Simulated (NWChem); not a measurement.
System: TiHSF3; SMILES [F][Ti]([F])([F])[SH]

Here is an NWChem input.

```
start job
memory heap 200 mb stack 900 mb global 1100 mb
geometry units angstroms noautoz
  Ti     0.011981    -0.333990     0.000506
  F     -0.859497    -0.881520     1.389776
  F      1.642863    -0.887110     0.009142
  F     -0.844076    -0.883067    -1.397745
  S      0.091659     1.938041     0.000185
  H     -1.263690     1.989423    -0.001546
end
basis spherical
  Ti library sto-3g
  F library sto-3g
  S library sto-3g
  H library sto-3g
end
dft
  xc b3lyp
  iterations 150
  mulliken
end
task dft energy
```

NWChem printed, in part:

```
             Northwest Computational Chemistry Package (NWChem) 7.3.0
             --------------------------------------------------------

 C1  symmetry detected

                             Geometry "geometry" -> ""
                             -------------------------

 Output coordinates in angstroms (scale by  1.889725989 to convert to a.u.)

  No.       Tag          Charge          X              Y              Z
 ---- ---------------- ---------- -------------- -------------- --------------
    1 Ti                  22.0000     0.02806336    -0.36018517     0.00020426
    2 F                    9.0000    -0.81856867    -0.94286620     1.39053917
    3 F                    9.0000     1.68036754    -0.84560815     0.00712103
    4 F                    9.0000    -0.80617780    -0.94439011    -1.39699696
    5 S                   16.0000     0.01401956     1.91319902    -0.00060187
    6 H                    1.0000    -1.34229657     1.90866944    -0.00083286

 Effective nuclear repulsion energy (a.u.)     394.1557744058

                                 NWChem DFT Module
                                 -----------------

 Summary of "ao basis" -> "ao basis" (spherical)
 ------------------------------------------------------------------------------
       Tag                 Description            Shells   Functions and Types
 ---------------- ------------------------------  ------  ---------------------
 Ti                          sto-3g                  8       18   4s3p1d
 F                           sto-3g                  3        5   2s1p
 S                           sto-3g                  5        9   3s2p
 H                           sto-3g                  1        1   1s

            General Information
            -------------------
          SCF calculation type: DFT
          Wavefunction type:  closed shell.
          No. of atoms     :     6
          No. of electrons :    66
           Alpha electrons :    33
            Beta electrons :    33
          Charge           :     0
          Spin multiplicity:     1
          Use of symmetry is: off; symmetry adaption is: off
          Maximum number of iterations: 150
          AO basis - number of functions:    43
                     number of shells:    23
          Convergence on energy requested:  1.00D-06
          Convergence on density requested:  1.00D-05
          Convergence on gradient requested:  5.00D-04

              XC Information
              --------------
                         B3LYP Method XC Potential
                     Hartree-Fock (Exact) Exchange  0.200
                        Slater Exchange Functional  0.800 local
                    Becke 1988 Exchange Functional  0.720 non-local
              Lee-Yang-Parr Correlation Functional  0.810
                  VWN I RPA Correlation Functional  0.190 local

             Grid Information
             ----------------
          Grid used for XC integration:  medium
          Radial quadrature: Mura-Knowles
          Angular quadrature: Lebedev.
          Tag              B.-S. Rad. Rad. Pts. Rad. Cut. Ang. Pts.
          ---              ---------- --------- --------- ---------
          Ti                  1.40      112           8.0       590
          F                   0.50       49          10.0       434
          S                   1.00       88           8.0       590
          H                   0.35       45           8.0       434
          Grid pruning is: on
          Number of quadrature shells:   392
          Spatial weights used:  Erf1

      Superposition of Atomic Density Guess
      -------------------------------------

 Sum of atomic energies:       -1527.12453108

      Non-variational initial energy
      ------------------------------

 Total energy =   -1526.732330
 1-e energy   =   -2900.774220
 2-e energy   =     979.886116
 HOMO         =      -0.140128
 LUMO         =       0.306117

     ---------------------------------------------
      Total Density - Mulliken Population Analysis
     ---------------------------------------------

    Atom       Charge   Shell Charges
 -----------   ------   -------------------------------------------------------
    1 Ti  22    20.13   2.00  2.00  5.99  2.02  5.88  0.55  0.71  0.98
    2 F    9     9.53   2.00  1.94  5.59
    3 F    9     9.52   2.00  1.94  5.59
    4 F    9     9.53   2.00  1.94  5.59
    5 S   16    16.43   2.00  2.00  5.97  1.87  4.59
    6 H    1     0.87   0.87

   convergence    iter        energy       DeltaE   RMS-Dens  Diis-err
 ---------------- ----- ----------------- --------- --------- ---------
 d= 0,ls=0.0,diis     1  -1530.2843794122 -1.92D+03  9.75D-02  1.89D+00
 d= 0,ls=0.0,diis     2  -1527.5010714973  2.78D+00  6.24D-02  2.78D+01
 d= 0,ls=0.0,diis     3  -1530.6399514840 -3.14D+00  1.04D-02  2.22D-01
 d= 0,ls=0.0,diis     4  -1530.6704030676 -3.05D-02  3.42D-03  1.76D-02
 d= 0,ls=0.0,diis     5  -1530.6735418970 -3.14D-03  7.12D-04  5.29D-04
  Resetting Diis
 d= 0,ls=0.0,diis     6  -1530.6736046917 -6.28D-05  3.19D-04  1.57D-04
 d= 0,ls=0.0,diis     7  -1530.6736340836 -2.94D-05  5.56D-05  8.76D-07
 d= 0,ls=0.0,diis     8  -1530.6736339712  1.12D-07  3.11D-05  1.76D-06
 d= 0,ls=0.0,diis     9  -1530.6736342511 -2.80D-07  6.57D-06  7.91D-08

         Total DFT energy =    -1530.673634251091
      One electron energy =    -2899.102266894860
           Coulomb energy =     1073.791951091413
    Exchange-Corr. energy =      -99.519092853398
 Nuclear repulsion energy =      394.155774405754

 Numeric. integr. density =       66.000012519737

                       DFT Final Molecular Orbital Analysis
                       ------------------------------------

 Vector   31  Occ=2.000000D+00  E=-2.425563D-01
              MO Center= -1.4D-01, -9.2D-01, -2.0D-03, r^2= 3.0D+00
   Bfn.  Coefficient  Atom+Function         Bfn.  Coefficient  Atom+Function
  ----- ------------  ---------------      ----- ------------  ---------------
    28     -0.521731  3 F  pz                31     -0.505284  4 F  px
    21      0.501500  2 F  px                23      0.333282  2 F  pz
    33      0.329165  4 F  pz                22      0.029201  2 F  py
    32     -0.028694  4 F  py

 Vector   32  Occ=2.000000D+00  E=-1.939824D-01
              MO Center=  3.1D-02,  1.7D+00, -5.0D-04, r^2= 1.7D+00
   Bfn.  Coefficient  Atom+Function         Bfn.  Coefficient  Atom+Function
  ----- ------------  ---------------      ----- ------------  ---------------
    41      0.744841  5 S  py                39      0.399081  5 S  s
    10     -0.291323  1 Ti s                 37     -0.249188  5 S  py
    18      0.229892  1 Ti d  2              12     -0.202738  1 Ti py
     8      0.164564  1 Ti py                40      0.164748  5 S  px
     6      0.142655  1 Ti s                 16      0.134464  1 Ti d  0

 Vector   33  Occ=2.000000D+00  E=-1.341457D-01
              MO Center= -2.3D-02,  1.6D+00, -9.8D-04, r^2= 1.7D+00
   Bfn.  Coefficient  Atom+Function         Bfn.  Coefficient  Atom+Function
  ----- ------------  ---------------      ----- ------------  ---------------
    42      0.945453  5 S  pz                38     -0.297765  5 S  pz
    15      0.169062  1 Ti d -1              32      0.156491  4 F  py
    13      0.155278  1 Ti pz                22     -0.155867  2 F  py
     9     -0.090303  1 Ti pz                33     -0.080679  4 F  pz
    23     -0.080242  2 F  pz                28     -0.061388  3 F  pz

 Vector   34  Occ=0.000000D+00  E= 1.392483D-01
              MO Center=  1.2D-01, -4.6D-02,  1.1D-03, r^2= 1.9D+00
   Bfn.  Coefficient  Atom+Function         Bfn.  Coefficient  Atom+Function
  ----- ------------  ---------------      ----- ------------  ---------------
    14      0.843697  1 Ti d -2              11      0.369901  1 Ti px
    43      0.344201  6 H  s                 27     -0.336096  3 F  py
    26     -0.195038  3 F  px                 7     -0.189956  1 Ti px
    18      0.168773  1 Ti d  2              10     -0.152757  1 Ti s
    41     -0.151867  5 S  py                39     -0.137950  5 S  s

 Vector   35  Occ=0.000000D+00  E= 1.598019D-01
              MO Center= -7.6D-02, -7.7D-02,  3.2D-04, r^2= 1.8D+00
   Bfn.  Coefficient  Atom+Function         Bfn.  Coefficient  Atom+Function
  ----- ------------  ---------------      ----- ------------  ---------------
    15      0.883039  1 Ti d -1              42     -0.374554  5 S  pz
    13      0.271165  1 Ti pz                17      0.237788  1 Ti d  1
    22     -0.231662  2 F  py                32      0.230788  4 F  py
     9     -0.137964  1 Ti pz                21      0.132448  2 F  px
    31     -0.130747  4 F  px                28      0.109806  3 F  pz

 Vector   36  Occ=0.000000D+00  E= 1.713482D-01
              MO Center= -7.8D-02, -7.0D-01, -1.4D-03, r^2= 1.9D+00
   Bfn.  Coefficient  Atom+Function         Bfn.  Coefficient  Atom+Function
  ----- ------------  ---------------      ----- ------------  ---------------
    18      0.657447  1 Ti d  2              12      0.434245  1 Ti py
    10     -0.383123  1 Ti s                 16      0.377631  1 Ti d  0
    41     -0.327667  5 S  py                22     -0.283643  2 F  py
    32     -0.284721  4 F  py                 8     -0.229074  1 Ti py
    14     -0.216092  1 Ti d -2              27     -0.173754  3 F  py

     ---------------------------------------------
      Total Density - Mulliken Population Analysis
     ---------------------------------------------

    Atom       Charge   Shell Charges
 -----------   ------   -------------------------------------------------------
    1 Ti  22    21.66   2.00  2.00  5.99  2.02  5.92  0.54  1.11  2.09
    2 F    9     9.10   2.00  1.94  5.16
    3 F    9     9.09   2.00  1.94  5.16
    4 F    9     9.10   2.00  1.94  5.16
    5 S   16    16.03   2.00  2.00  5.95  1.89  4.19
    6 H    1     1.02   1.02

     -------------------------------------------
      Total Density - Lowdin Population Analysis
     -------------------------------------------

    Atom       Charge   Shell Charges
 -----------   ------   -------------------------------------------------------
    1 Ti  22    22.20   2.00  2.00  5.99  1.97  5.72  0.68  1.58  2.27
    2 F    9     8.96   2.00  1.81  5.14
    3 F    9     8.95   2.00  1.81  5.14
    4 F    9     8.96   2.00  1.81  5.14
    5 S   16    15.91   2.00  2.00  5.93  1.77  4.22
    6 H    1     1.04   1.04

     Multipole analysis of the density
     ---------------------------------

     L   x y z        total         alpha         beta         nuclear
     -   - - -        -----         -----         ----         -------
     0   0 0 0     -0.000000    -33.000000    -33.000000     66.000000

     1   1 0 0     -0.204021     -0.102010     -0.102010     -0.000000
     1   0 1 0     -0.356407     -0.178203     -0.178203     -0.000000
     1   0 0 1      0.000507      0.000254      0.000254      0.000000

     2   2 0 0    -29.314406    -84.497834    -84.497834    139.681261
     2   1 1 0     -1.217459      1.793329      1.793329     -4.804117
     2   1 0 1      0.000807     -0.000646     -0.000646      0.002099
     2   0 2 0    -30.913801   -171.736930   -171.736930    312.560058
     2   0 1 1     -0.001750      0.002458      0.002458     -0.006667
     2   0 0 2    -30.484486    -77.677412    -77.677412    124.870338
```

Level: B3LYP/STO-3G. The geometry was optimised at PBE0/def2-SVP.
